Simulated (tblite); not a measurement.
Species: C2H10NO2Si2 (doublet state).
Structure used (GFN2-xTB), in Å, numbered top down from 1:
```
atom  x, y, z in Å
C1    -1.201    1.207   -0.544
N2    -1.067   -0.147   -0.152
C3    -2.240   -0.934   -0.185
Si4    0.355   -0.823    0.696
O5     0.554   -2.320    0.530
O6     1.485    0.288    0.284
Si7    3.073    0.389    0.037
H8    -0.238    1.701   -0.452
H9    -1.537    1.261   -1.586
H10   -1.951    1.734    0.060
H11   -2.009   -1.919    0.206
H12   -3.058   -0.481    0.387
H13   -2.589   -1.039   -1.220
H14   -0.056   -0.278    2.019
H15    3.454   -0.405   -1.127
H16    3.781   -0.049    1.238
H17    3.238    1.827   -0.202
```

Calculated harmonic vibrations of the isolated species, GFN2-xTB (tblite), most abundant isotopes, no scaling. Against measured fundamentals such values can be off by several per cent, at times by over 20. Modes of hydrogen on silicon can be 10 to 20 % off. One conformer, not necessarily the lowest. Open shells enter through the occupations alone, without spin polarisation, and single modes of such species can be off by tens of per cent.

Harmonic wavenumbers (cm⁻¹): 42.0, 52.3, 72.8, 74.9, 89.2, 102.0, 165.9, 199.1, 258.9, 303.5, 332.3, 382.5, 563.5, 586.3, 597.4, 617.6, 659.1, 665.8, 764.7, 781.7, 826.0, 1012.1, 1028.1, 1043.8, 1046.4, 1057.6, 1250.7, 1254.8, 1319.9, 1391.2, 1400.1, 1433.6, 1440.6, 1450.0, 1462.2, 1976.3, 2224.8, 2258.9, 2282.7, 2887.8, 2895.8, 2922.7, 2928.5, 3054.3, 3073.3.

A = 3073, B = 1113, C = 864.0 MHz; mass 136.025 u (most abundant isotopes); point group C1, symmetry number 1; spin multiplicity 2.

What is the zero-point energy?

Half the sum of the wavenumbers: 26117 cm⁻¹ = 74.67 kcal/mol.

Give the ideal-gas entropy at 273.15 K and 1 bar in the rigid-rotor, harmonic-oscillator model (classical rotation).

Translation 40.23, rotation 28.82, vibration 36.08, spin (R ln 2) 1.38: S = 106.5 cal/(mol K).

And Cp and H(273.15 K) − H(0)?

Cp = 38.66 cal/(mol K), of which vibrations give 30.71 (their classical limit is 45 R = 89.4); H(273.15 K) − H(0) = 6.97 kcal/mol without the zero-point energy, 4.80 from vibrations.

How do the functions run with temperature in this model?

```tsv
T (K)	S (cal/(mol K))	Cp (cal/(mol K))	H − H(0) (kcal/mol)	G − H(0) (kcal/mol)	ln q(vib)
150	86.9	27.7	2.88	-10.16	5.03
250	103.2	36.6	6.10	-19.69	8.55
298.15	110.0	40.8	7.97	-24.82	10.11
400	123.1	48.9	12.54	-36.71	13.22
600	145.4	61.3	23.62	-63.63	18.78
900	172.8	73.4	43.97	-111.51	26.14
```

q(vib) and H(0) count from the zero-point level.

What must be added to the electronic energy to get the Gibbs energy at 273.15 K and 1 bar?

ZPE + [H(273.15 K) − H(0)] − T·S = 74.67 + 6.97 − 29.09 = 52.55 kcal/mol.

Blend soft modes into free rotors: weight 1/[1 + (100 cm⁻¹/ν̃)⁴] for the oscillator and the rest for a rotor with moment μB/(μ + B), μ = h/(8π²ν), B = 10⁻⁴⁴ kg m². What vibrational entropy results?

31.85 cal/(mol K) in place of 36.08, which changes −T·S at 273.15 K by +1.15 kcal/mol.

Hindered rotation and anharmonicity are outside this model. Other conformers, if any are populated, would add a mixing term that is left out. The structure is chiral; the term R ln 2 for an equal mix with its mirror image is left out.
